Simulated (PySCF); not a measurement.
# What a mistake does to a calculation on GeH7N2Si

These are calculations, not measurements. They come from PySCF 2.14.0, an open-source quantum chemistry program, on an isolated molecule that a program drew, which may never have been made. The molecule is GeH7N2Si (charge 0, doublet), drawn as the SMILES string `N[SiH](N)[GeH2]`.

Each row is a Hartree-Fock (HF) and frozen-core CCSD(T) single point in the cc-pV(D+d)Z basis, meant for a local HF minimum. Run 1 is clean. Each other run has one planted mistake out of seven kinds, and not every kind appears here: one electron removed, one electron added, multiplicity raised by two, geometry at a saddle point, minimal basis STO-3G, one bond length entered in bohr, all coordinates scaled. The reference is restricted for singlets and unrestricted otherwise, and also for a bond in bohr. Adding or removing an electron swaps singlet and doublet. Electrons count all cores. HOMO and LUMO are orbital energies over both spins, the gradient is its largest component, and the lowest frequency (negative if imaginary) is given only where the gradient is small. Bond lengths are over the 10 bonds as drawn. T1 is the CCSD diagnostic: over 0.02 (restricted) or 0.045 (unrestricted) a single reference is doubtful. Germanium has the cc-pVDZ-PP basis, with a core potential (ECP10MDF) in place of its 10 inner electrons, and its 3s, 3p and 3d shells are frozen in CCSD(T).

Geometry of the clean run:
```xyz
11
GeH7N2Si, angstrom
N    -2.4317   -0.4981    0.8082
Si   -1.6912    0.9544    1.3436
N    -0.0207    0.8700    0.9562
Ge   -2.4881    2.9529    0.2603
H    -3.2760   -0.8089    1.2505
H    -2.4336   -0.7339   -0.1666
H    -2.0323    1.0230    2.7878
H     0.5125    0.0877    1.2908
H     0.5389    1.7018    0.9522
H    -1.6023    4.2041    0.4102
H    -3.9302    3.3525    0.6222
```

```
run  electrons  basis functions  <S^2>  HOMO (eV)  LUMO (eV)  gradient (hartree/bohr)  lowest frequency (cm^-1)  mean bond (Å)  longest bond (Å)      T1  HF (hartree)  CCSD(T) (hartree)                          mistake
  1         67              109  0.758      -8.04       1.30                  3.8e-05                        84         1.4419             2.409  0.0120    -695.32612         -695.91683                         no fault
  2         67              109  3.768      -2.61      -0.17                  9.1e-02                         -         1.4419             2.409  0.0477    -695.09403         -695.67425       multiplicity raised by two
  3         67              109  1.551      -8.28       1.06                  1.9e-02                         -         1.5313             2.409  0.0594    -695.18728         -695.77223  one bond length entered in bohr
  4         68              109  0.000      -0.32       8.47                  5.2e-02                         -         1.4419             2.409  0.0117    -695.30621         -695.92481                                ?
  5         67              109  0.758      -8.08       1.23                  2.1e-02                         -         1.4765             2.467  0.0125    -695.32029         -695.91585                                ?
```

**Which mistake was planted in run 4, and what did it cost?**

It counts 68 electrons, one more than the clean run, at the same geometry and basis. So the mistake is: one electron added. Subtracting run 1 and multiplying by 627.51 kcal/mol a hartree, the energy moved by 12.5 kcal/mol in HF and -5.0 kcal/mol in CCSD(T).

**Which mistake was planted in run 5, and what did it cost?**

The mean and the longest bond both change by the same factor, 1.024, and the gradient is no longer small. So the mistake is: all coordinates scaled. Subtracting run 1 and multiplying by 627.51 kcal/mol a hartree, the energy moved by 3.7 kcal/mol in HF and 0.6 kcal/mol in CCSD(T).

Cautions from the logs. Run 2: T1 is over the limit, so its CCSD(T) energy is less reliable; run 3: T1 is over the limit, so its CCSD(T) energy is less reliable.
